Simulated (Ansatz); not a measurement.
Cost and result for the atomization energy of CH5FOSeSi, SMILES `CO[SiH](F)[SeH]` (10 atoms, 9 bonds).

Z-matrix (Å, degrees):
```
C
O 1 1.412
H 1 1.094 2 111.3
H 1 1.094 2 111.1 3 121.4
H 1 1.090 2 107.8 3 -119.6
Si 2 1.621 1 126.2 3 -51.4
Se 6 2.264 2 112.7 1 55.0
F 6 1.586 2 104.4 1 176.0
H 6 1.479 2 113.4 1 -65.9
H 7 1.470 6 91.9 2 51.8
```

The species carries charge 0 and has multiplicity 1. Correlated methods include outer-core shells of Se, which these sets cover unevenly. Scalar relativity is left out up to krypton. The geometry is a stationary point of PBE0-D4/def2-TZVP. It is one conformer, not always the lowest. Program: Ansatz. All runs use 4 threads of an Intel Xeon Platinum 8488C on a shared host. Times are those of one run each, without the atoms' runs, and a repeat can differ threefold. Electronic energies, without spin–orbit coupling; frozen cores. CCSD(T)/CBS adds CCSD(T) − MP2 in def2-TZVPP to the MP2 limit, and its time is that of the two runs behind it. T1 = 0.011. With those shells the extrapolation isn't a true limit. B3LYP takes the VWN-RPA correlation (the form of Gaussian; ORCA's B3LYP/G). HSE06 is the plane-wave form, built on full-range PBE exchange.

CCSD(T)/CBS is a level of theory with its own doubt, some kJ/mol a heavy atom from the limit and from the frozen cores, so smaller differences don't rank the functionals.

```tsv
level	functions	wall time
LDA (SPW92)/def2-TZVPP	253	1 s
revPBE-D4/def2-TZVPP	253	1.4 s
BLYP-D4/def2-TZVPP	253	1.5 s
PBE-D4/def2-TZVPP (with forces)	253	1.8 s
PBE0-D4/def2-TZVPP	253	2.4 s
HSE06-D4/def2-TZVPP	253	2.6 s
CAM-B3LYP-D4/def2-TZVPP	253	3 s
B3LYP-D4/def2-TZVPP (with forces)	253	3.6 s
CCSD(T)/def2-SVP	117	6 s
ωB97M-V/def2-TZVPP (with forces)	253	8 s
MP2/def2-QZVPP	480	18 s
CCSD(T)/def2-TZVPP	253	2.3 min
CCSD(T)/CBS(def2)	–	2.6 min
```

(1) What atomization energy does each give, and how far from CCSD(T)/CBS? (Estimate.)

## Answers

(1) Ansatz gave: 
```
                            level  atomization (kcal/mol)  difference from CCSD(T)/CBS  per bond
           LDA (SPW92)/def2-TZVPP                   999.6                        122.3      13.6
             revPBE-D4/def2-TZVPP                   859.4                        -17.9      -2.0
               BLYP-D4/def2-TZVPP                   868.1                         -9.2      -1.0
  PBE-D4/def2-TZVPP (with forces)                   882.4                          5.1       0.6
               PBE0-D4/def2-TZVPP                   866.0                        -11.3      -1.3
              HSE06-D4/def2-TZVPP                   866.4                        -10.9      -1.2
          CAM-B3LYP-D4/def2-TZVPP                   874.4                         -2.9      -0.3
B3LYP-D4/def2-TZVPP (with forces)                   868.6                         -8.7      -1.0
                 CCSD(T)/def2-SVP                   809.6                        -67.7      -7.5
 ωB97M-V/def2-TZVPP (with forces)                   872.5                         -4.8      -0.5
                   MP2/def2-QZVPP                   884.2                          6.9       0.8
               CCSD(T)/def2-TZVPP                   850.8                        -26.5      -2.9
                CCSD(T)/CBS(def2)                   877.3                          0.0       0.0
```

The D4 term adds +8.8 kcal/mol with B3LYP and +4.6 kcal/mol with PBE0; it sums over pairs of atoms, weighted by their polarisabilities, and B3LYP, whose exchange is more repulsive, gets the larger term. From BLYP to BHLYP (50 % exact exchange), in def2-TZVPP and without D4, the atomization energy moves by −20.0 kcal/mol: exact exchange takes away binding that semilocal exchange gives to molecules. Leaving LDA and LC-ωPBE aside and taking each functional with its dispersion term where it has one, the values, not all of them listed here, spread over 39.0 kcal/mol, from BHLYP-D4 to PBE-D4. LDA lies +122.6 kcal/mol from PBE without D4, its usual overbinding.
